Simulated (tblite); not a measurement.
Task: Give a GFN2-xTB geometry of `C=CN([SiH3])CC`.

Result: 
```xyz
17
C4H11NSi angstrom
C     -1.9165   -0.7011    1.0141
C     -1.3657    0.3780    0.4693
N     -0.2694    0.4550   -0.3655
Si     0.4772    1.9727   -0.7419
C      0.4046   -0.7771   -0.7131
C      1.3699   -1.2475    0.3720
H     -2.7999   -0.6015    1.6182
H     -1.5401   -1.7001    0.8910
H     -1.8089    1.3461    0.6609
H     -0.5834    2.9754   -0.7072
H      1.5431    2.3380    0.2032
H      1.0456    1.8130   -2.0804
H      0.9594   -0.6084   -1.6394
H     -0.3465   -1.5478   -0.9082
H      0.8407   -1.4019    1.3087
H      1.8408   -2.1816    0.0756
H      2.1421   -0.4991    0.5330
```

Any rigid rotation of these coordinates is as good. Atoms count from 1 in this order. The C–C distances run from 1.328 Å (C1=C2, drawn double) to 1.527 Å (C5–C6, drawn single), a spread of 0.199 Å. The 2 C–N bonds span 1.380 Å (C2–N3, drawn single) to 1.447 Å (N3–C5, drawn single), a spread of 0.067 Å. Si4 (SiH3 silicon) is distorted tetrahedral (angles from 105.7° to 113.0°). Of the pairs four or more bonds apart, H8···H14 is among the closest relative to their van der Waals radii: 2.16 Å, 90 % of the sum of Bondi's values.

Bonds between heavy atoms (Å): C1=C2 1.328, C2–N3 1.380, N3–Si4 1.733, N3–C5 1.447, C5–C6 1.527.

Computed geometry: GFN2-xTB, gas phase.

Point group: C1 (no symmetry element, even within 0.4 Å). Its GFN2-xTB frequencies are all real (lowest 62 cm⁻¹). The numbers are those of one conformer (C1–C2–N3–Si4 -169°, C2–N3–C5–C6 -81°).
